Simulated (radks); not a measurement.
The numbers below are computed, except where a source is named.
Lu38+, configuration [Ar] 3d10 4s2 4p3 (the NIST ground configuration). Level of theory: Dirac Kohn-Sham, relativistic LDA (MacDonald-Vosko exchange, VWN5 correlation), spin-unpolarised, spherical densities, finite nucleus; open shells fill j = l - 1/2 first; Fermi nuclear charge, rms radius 5.37 fm (a radial shooting solver on a logarithmic mesh with Libxc functionals).

Unscreened Slater integrals over Kohn-Sham orbitals (hartree). Large and small components are both included.

F0(4p3/2,4p3/2): 2.0361
F2(4p3/2,4p3/2): 1.0575
F0(4p3/2,4p1/2): 2.0808
G2(4p3/2,4p1/2): 1.0627
F0(4p3/2,4s1/2): 2.0722
G1(4p3/2,4s1/2): 1.3918
F0(4p3/2,3d5/2): 2.5841
F2(4p3/2,3d5/2): 0.74385
G1(4p3/2,3d5/2): 0.24056
G3(4p3/2,3d5/2): 0.24351
F0(4p1/2,4p1/2): 2.1303
F0(4p1/2,4s1/2): 2.1203
G1(4p1/2,4s1/2): 1.4182
F0(4p1/2,3d5/2): 2.6812
G3(4p1/2,3d5/2): 0.26016
F0(4s1/2,4s1/2): 2.1121
F0(4s1/2,3d5/2): 2.6504
G2(4s1/2,3d5/2): 0.25031
F0(3d5/2,3d5/2): 4.7666
F2(3d5/2,3d5/2): 2.4382
F4(3d5/2,3d5/2): 1.5708
